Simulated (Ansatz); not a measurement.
Harmonic frequencies (cm⁻¹) at PBE0-D4/def2-TZVP from Ansatz: 168, 171, 254, 497, 676, 696, 756, 844, 880, 902, 949, 967, 1276, 1445, 1449, 2191, 2241, 3046, 3127, 3137, 3930.

Each molecule was computed in one conformer, which needn't be the lowest.

Task: Which molecule is it?
A. `C[SiH2]O`
B. `F[Si](F)(F)[SiH2]Cl`
C. `CO[SiH3]`
D. `C[Si](Cl)(Cl)Cl`

Result: A.
